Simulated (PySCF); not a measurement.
Te(Br)(OSiH3) (BrH3OSiTe), SMILES [SiH3]O[Te]Br.

Geometry optimised at B3LYP-D3(BJ)/def2-SVP. This is a generated structure with no PubChem entry under its InChIKey; it may be hypothetical. The def2 effective core potentials stand for the cores of Te; spin–orbit coupling is left out. One conformer was computed; it need not be the lowest.

Two levels are set side by side: PBE/def2-TZVP (PySCF) and CAM-B3LYP/def2-TZVP (PySCF). Same geometry, gas phase. Differences are taken from unrounded values.

```csv
quantity,CAM-B3LYP
orbital gap (eV),5.97
highest occupied level (eV),-7.78
lowest empty level (eV),-1.81
dipole moment (D),1.68
mean polarisability (bohr³),84.1
```

Problem. What does PBE give, and how far is it from CAM-B3LYP? (Estimate from the structure and the level; the computed values follow.)

Solution. 
```tsv
quantity	PBE	PBE minus CAM-B3LYP
orbital gap (eV)	1.80	-4.17
highest occupied level (eV)	-5.36	2.42
lowest empty level (eV)	-3.56	-1.75
dipole moment (D)	1.42	-0.26
mean polarisability (bohr³)	88.6	4.4
```

PBE's occupied levels lie high since its potential decays too fast outside the molecule; exact exchange lowers them and widens the gap. Loosely held outer electrons make PBE densities more polarisable. Differences between two approximate levels are no errors against the true value.

Rough cost on one machine, each run with all the roots and properties that it gave: CAM-B3LYP against PBE within a factor of 2.
